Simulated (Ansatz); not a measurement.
Ansatz (an electronic-structure program) input file for Si(H)2(OMe)(SMe) (C₂H₈OSSi), SMILES CO[SiH2]SC, PBE0-D3(BJ)/def2-SVP. 

Ansatz 0.2 input:
```yaml
crystal:
  periodic: [false, false, false]
  atoms:
    - {symbol: Si, position_ang: [0.27167699, -0.92119641, 0.56704682]}
    - {symbol: O, position_ang: [1.77639921, -0.19006569, 0.42307725]}
    - {symbol: C, position_ang: [1.93905380, 1.21330833, 0.36194601]}
    - {symbol: S, position_ang: [-1.14886996, -0.37258209, -0.95599012]}
    - {symbol: C, position_ang: [-1.88248858, 1.14466847, -0.21664613]}
    - {symbol: H, position_ang: [-0.35078920, -0.55652063, 1.89331658]}
    - {symbol: H, position_ang: [0.53661069, -2.38454796, 0.42301280]}
    - {symbol: H, position_ang: [3.02349543, 1.44369603, 0.32830858]}
    - {symbol: H, position_ang: [1.46699696, 1.64242294, -0.55192152]}
    - {symbol: H, position_ang: [1.50619025, 1.73071329, 1.25117255]}
    - {symbol: H, position_ang: [-1.20667743, 2.01533426, -0.31875857]}
    - {symbol: H, position_ang: [-2.81513480, 1.35012206, -0.77513060]}
    - {symbol: H, position_ang: [-2.13283518, 0.98950803, 0.85076944]}
basis:
  gaussian:
    orbitals: def2-SVP
hamiltonian:
  xc: pbe0
  dispersion: d3bj
relax: {f_tol: 0.002, max_steps: 200}
```

It prints:

```
WARN ansatz: RAYON_NUM_THREADS=1 ignored (pool sized by the plan → 1); use --threads N
Functional definition: PBE0
integrals: 0.08 GiB planned
1255 factors; integrals over basis functions are off by at most 3.4e-4 eV
mean field: 0.56 GiB planned
mean field evaluation 1: about -22939.2825 eV, gradient 5.0e1 eV
mean field evaluation 2: about -22933.2842 eV, gradient 7.4e1 eV
mean field evaluation 4: about -22944.7394 eV, gradient 3.3e0 eV
mean field evaluation 8: about -22944.7867 eV, gradient 3.9e-2 eV
mean field -22944.78666146 eV, -843.2053572735 hartree, gradient 6.1e-5 eV, S^2 0.000000; 0 other end points of the search recorded, 0 dependent functions left out
the calculation of the forces begins
reference -22944.78668997 eV, -843.2053583213 hartree; 29, 29 occupied and 89, 89 virtual orbitals, 1255 factors
relax step   1: F+E_penalty+E_count = -22945.05633849 eV  Δ(F+E_penalty+E_count) = +0.000e0 eV  max|allowed force component| = 4.347e-1 eV/Å  Δτ_max = 0.0000 Å  (26 SCF iters, accepted)
these checks for a lower state are left out or cut short: starts, cluster_reference, orbital_swaps, neighbouring_geometries, increment
integrals: 0.08 GiB planned
1255 factors; integrals over basis functions are off by at most 3.3e-4 eV
mean field: 0.56 GiB planned
mean field evaluation 16: about -22944.7784 eV, gradient 1.3e0 eV
mean field -22944.80514654 eV, -843.2060365878 hartree, gradient 8.6e-6 eV, S^2 0.000000; 0 other end points of the search recorded, 0 dependent functions left out
the calculation of the forces begins
reference -22944.80517495 eV, -843.2060376318 hartree; 29, 29 occupied and 89, 89 virtual orbitals, 1255 factors
relax step   2: F+E_penalty+E_count = -22945.07673624 eV  Δ(F+E_penalty+E_count) = -2.040e-2 eV  max|allowed force component| = 2.681e-1 eV/Å  Δτ_max = 0.0261 Å  (30 SCF iters, accepted)
these checks for a lower state are left out or cut short: starts, cluster_reference, orbital_swaps, neighbouring_geometries, increment
integrals: 0.08 GiB planned
1255 factors; integrals over basis functions are off by at most 3.2e-4 eV
mean field: 0.56 GiB planned
mean field -22944.80764839 eV, -843.2061285290 hartree, gradient 8.4e-6 eV, S^2 0.000000; 0 other end points of the search recorded, 0 dependent functions left out
the calculation of the forces begins
reference -22944.80767675 eV, -843.2061295713 hartree; 29, 29 occupied and 89, 89 virtual orbitals, 1255 factors
relax step   3: F+E_penalty+E_count = -22945.07985027 eV  Δ(F+E_penalty+E_count) = -3.114e-3 eV  max|allowed force component| = 7.658e-2 eV/Å  Δτ_max = 0.0120 Å  (30 SCF iters, accepted)
these checks for a lower state are left out or cut short: starts, cluster_reference, orbital_swaps, neighbouring_geometries, increment
integrals: 0.08 GiB planned
1255 factors; integrals over basis functions are off by at most 3.2e-4 eV
mean field: 0.56 GiB planned
mean field evaluation 32: about -22944.8081 eV, gradient 8.5e-4 eV
mean field -22944.80807441 eV, -843.2061441849 hartree, gradient 2.6e-5 eV, S^2 0.000000; 0 other end points of the search recorded, 0 dependent functions left out
the calculation of the forces begins
reference -22944.80810279 eV, -843.2061452281 hartree; 29, 29 occupied and 89, 89 virtual orbitals, 1255 factors
relax step   4: F+E_penalty+E_count = -22945.08012754 eV  Δ(F+E_penalty+E_count) = -2.773e-4 eV  max|allowed force component| = 3.841e-2 eV/Å  Δτ_max = 0.0120 Å  (23 SCF iters, accepted)
these checks for a lower state are left out or cut short: starts, cluster_reference, orbital_swaps, neighbouring_geometries, increment
integrals: 0.08 GiB planned
1255 factors; integrals over basis functions are off by at most 3.2e-4 eV
mean field: 0.56 GiB planned
mean field -22944.80832386 eV, -843.2061533523 hartree, gradient 1.1e-5 eV, S^2 0.000000; 0 other end points of the search recorded, 0 dependent functions left out
the calculation of the forces begins
reference -22944.80835224 eV, -843.2061543953 hartree; 29, 29 occupied and 89, 89 virtual orbitals, 1255 factors
relax step   5: F+E_penalty+E_count = -22945.08035282 eV  Δ(F+E_penalty+E_count) = -2.253e-4 eV  max|allowed force component| = 1.640e-2 eV/Å  Δτ_max = 0.0035 Å  (23 SCF iters, accepted)
these checks for a lower state are left out or cut short: starts, cluster_reference, orbital_swaps, neighbouring_geometries, increment
integrals: 0.08 GiB planned
1255 factors; integrals over basis functions are off by at most 3.2e-4 eV
mean field: 0.56 GiB planned
mean field -22944.80856576 eV, -843.2061622419 hartree, gradient 2.4e-5 eV, S^2 0.000000; 0 other end points of the search recorded, 0 dependent functions left out
the calculation of the forces begins
reference -22944.80859415 eV, -843.2061632850 hartree; 29, 29 occupied and 89, 89 virtual orbitals, 1255 factors
relax step   6: F+E_penalty+E_count = -22945.08046203 eV  Δ(F+E_penalty+E_count) = -1.092e-4 eV  max|allowed force component| = 1.224e-2 eV/Å  Δτ_max = 0.0057 Å  (22 SCF iters, accepted)
these checks for a lower state are left out or cut short: starts, cluster_reference, orbital_swaps, neighbouring_geometries, increment
integrals: 0.08 GiB planned
1255 factors; integrals over basis functions are off by at most 3.2e-4 eV
mean field: 0.56 GiB planned
mean field -22944.80889418 eV, -843.2061743110 hartree, gradient 9.2e-6 eV, S^2 0.000000; 0 other end points of the search recorded, 0 dependent functions left out
the calculation of the forces begins
reference -22944.80892258 eV, -843.2061753548 hartree; 29, 29 occupied and 89, 89 virtual orbitals, 1255 factors
relax step   7: F+E_penalty+E_count = -22945.08055699 eV  Δ(F+E_penalty+E_count) = -9.497e-5 eV  max|allowed force component| = 4.074e-3 eV/Å  Δτ_max = 0.0121 Å  (23 SCF iters, accepted)
these checks for a lower state are left out or cut short: starts, cluster_reference, orbital_swaps, neighbouring_geometries, increment
integrals: 0.08 GiB planned
1255 factors; integrals over basis functions are off by at most 3.2e-4 eV
mean field: 0.56 GiB planned
mean field -22944.80890402 eV, -843.2061746728 hartree, gradient 2.2e-5 eV, S^2 0.000000; 0 other end points of the search recorded, 0 dependent functions left out
the calculation of the forces begins
reference -22944.80893243 eV, -843.2061757166 hartree; 29, 29 occupied and 89, 89 virtual orbitals, 1255 factors
relax step   8: F+E_penalty+E_count = -22945.08057348 eV  Δ(F+E_penalty+E_count) = -1.649e-5 eV  max|allowed force component| = 7.191e-3 eV/Å  Δτ_max = 0.0052 Å  (22 SCF iters, accepted)
these checks for a lower state are left out or cut short: starts, cluster_reference, orbital_swaps, neighbouring_geometries, increment
integrals: 0.08 GiB planned
1255 factors; integrals over basis functions are off by at most 3.2e-4 eV
mean field: 0.56 GiB planned
mean field evaluation 64: about -22944.8089 eV, gradient 6.9e-6 eV
mean field -22944.80892830 eV, -843.2061755651 hartree, gradient 6.9e-6 eV, S^2 0.000000; 0 other end points of the search recorded, 0 dependent functions left out
the calculation of the forces begins
reference -22944.80895670 eV, -843.2061766088 hartree; 29, 29 occupied and 89, 89 virtual orbitals, 1255 factors
relax step   9: F+E_penalty+E_count = -22945.08058456 eV  Δ(F+E_penalty+E_count) = -1.107e-5 eV  max|allowed force component| = 4.688e-3 eV/Å  Δτ_max = 0.0052 Å  (23 SCF iters, accepted)
these checks for a lower state are left out or cut short: starts, cluster_reference, orbital_swaps, neighbouring_geometries, increment
integrals: 0.08 GiB planned
1255 factors; integrals over basis functions are off by at most 3.2e-4 eV
mean field: 0.56 GiB planned
mean field -22944.80895737 eV, -843.2061766333 hartree, gradient 2.2e-5 eV, S^2 0.000000; 0 other end points of the search recorded, 0 dependent functions left out
the calculation of the forces begins
reference -22944.80898576 eV, -843.2061776767 hartree; 29, 29 occupied and 89, 89 virtual orbitals, 1255 factors
relax step  10: F+E_penalty+E_count = -22945.08060149 eV  Δ(F+E_penalty+E_count) = -1.693e-5 eV  max|allowed force component| = 6.306e-3 eV/Å  Δτ_max = 0.0139 Å  (22 SCF iters, accepted)
these checks for a lower state are left out or cut short: starts, cluster_reference, orbital_swaps, neighbouring_geometries, increment
integrals: 0.08 GiB planned
1255 factors; integrals over basis functions are off by at most 3.2e-4 eV
mean field: 0.56 GiB planned
mean field -22944.80892725 eV, -843.2061755263 hartree, gradient 2.2e-5 eV, S^2 0.000000; 0 other end points of the search recorded, 0 dependent functions left out
the calculation of the forces begins
reference -22944.80895563 eV, -843.2061765694 hartree; 29, 29 occupied and 89, 89 virtual orbitals, 1255 factors
relax step  11: F+E_penalty+E_count = -22945.08060915 eV  Δ(F+E_penalty+E_count) = -7.665e-6 eV  max|allowed force component| = 6.937e-3 eV/Å  Δτ_max = 0.0072 Å  (22 SCF iters, accepted)
these checks for a lower state are left out or cut short: starts, cluster_reference, orbital_swaps, neighbouring_geometries, increment
integrals: 0.08 GiB planned
1255 factors; integrals over basis functions are off by at most 3.2e-4 eV
mean field: 0.56 GiB planned
mean field -22944.80891735 eV, -843.2061751624 hartree, gradient 2.3e-5 eV, S^2 0.000000; 0 other end points of the search recorded, 0 dependent functions left out
the calculation of the forces begins
reference -22944.80894573 eV, -843.2061762054 hartree; 29, 29 occupied and 89, 89 virtual orbitals, 1255 factors
relax step  12: F+E_penalty+E_count = -22945.08061279 eV  Δ(F+E_penalty+E_count) = -3.633e-6 eV  max|allowed force component| = 5.385e-3 eV/Å  Δτ_max = 0.0060 Å  (22 SCF iters, accepted)
these checks for a lower state are left out or cut short: starts, cluster_reference, orbital_swaps, neighbouring_geometries, increment
integrals: 0.08 GiB planned
1255 factors; integrals over basis functions are off by at most 3.2e-4 eV
mean field: 0.56 GiB planned
mean field -22944.80887605 eV, -843.2061736448 hartree, gradient 3.3e-5 eV, S^2 0.000000; 0 other end points of the search recorded, 0 dependent functions left out
the calculation of the forces begins
reference -22944.80890443 eV, -843.2061746878 hartree; 29, 29 occupied and 89, 89 virtual orbitals, 1255 factors
relax step  13: F+E_penalty+E_count = -22945.08061384 eV  Δ(F+E_penalty+E_count) = -1.056e-6 eV  max|allowed force component| = 2.335e-3 eV/Å  Δτ_max = 0.0011 Å  (20 SCF iters, accepted)
these checks for a lower state are left out or cut short: starts, cluster_reference, orbital_swaps, neighbouring_geometries, increment
integrals: 0.08 GiB planned
1255 factors; integrals over basis functions are off by at most 3.2e-4 eV
mean field: 0.56 GiB planned
mean field -22944.80884050 eV, -843.2061723383 hartree, gradient 3.3e-5 eV, S^2 0.000000; 0 other end points of the search recorded, 0 dependent functions left out
the calculation of the forces begins
reference -22944.80886888 eV, -843.2061733813 hartree; 29, 29 occupied and 89, 89 virtual orbitals, 1255 factors
relax step  14: F+E_penalty+E_count = -22945.08061459 eV  Δ(F+E_penalty+E_count) = -7.513e-7 eV  max|allowed force component| = 1.132e-3 eV/Å  Δτ_max = 0.0020 Å  (20 SCF iters, accepted)
integrals: 0.08 GiB planned
1255 factors; integrals over basis functions are off by at most 3.2e-4 eV
mean field: 0.56 GiB planned
mean field evaluation 96: about -22944.5576 eV, gradient 1.1e1 eV
mean field -22944.80884050 eV, -843.2061723383 hartree, gradient 3.3e-5 eV, S^2 0.000000; 1 other end points of the search recorded, 0 dependent functions left out
the calculation of the forces begins
reference -22944.80886888 eV, -843.2061733813 hartree; 29, 29 occupied and 89, 89 virtual orbitals, 1255 factors
Total energy: -22945.08064298 eV, -843.2161608951 hartree
Atom 0 at     0.271637    -0.915459     0.573990 Å, force    -0.000018    -0.000826     0.000111 eV/Å
Atom 1 at     1.750655    -0.171404     0.445838 Å, force    -0.000757     0.001132    -0.000263 eV/Å
Atom 2 at     1.927203     1.213872     0.350358 Å, force     0.000966    -0.000975    -0.000144 eV/Å
Atom 3 at    -1.124044    -0.353275    -0.946101 Å, force     0.000155     0.000575    -0.000254 eV/Å
Atom 4 at    -1.868385     1.139005    -0.206235 Å, force    -0.000624     0.000005     0.000672 eV/Å
Atom 5 at    -0.358772    -0.571820     1.888013 Å, force    -0.000091    -0.000198     0.000058 eV/Å
Atom 6 at     0.536183    -2.366923     0.422305 Å, force    -0.000023     0.000317     0.000304 eV/Å
Atom 7 at     3.004826     1.432123     0.307910 Å, force    -0.000316     0.000332    -0.000301 eV/Å
Atom 8 at     1.459241     1.620240    -0.564874 Å, force     0.000490     0.000112     0.000310 eV/Å
Atom 9 at     1.506018     1.749948     1.222230 Å, force    -0.000238     0.000014     0.000089 eV/Å
Atom 10 at    -1.188578     2.000535    -0.257872 Å, force     0.000097    -0.000454    -0.000505 eV/Å
Atom 11 at    -2.768604     1.366175    -0.792778 Å, force     0.000389    -0.000036     0.000236 eV/Å
Atom 12 at    -2.163752     0.961842     0.837419 Å, force    -0.000029     0.000002    -0.000313 eV/Å
Dipole moment:    -0.118864     0.425948     0.196254 e Å
```

The run converged.

Cost: around 120 core-seconds (rough).
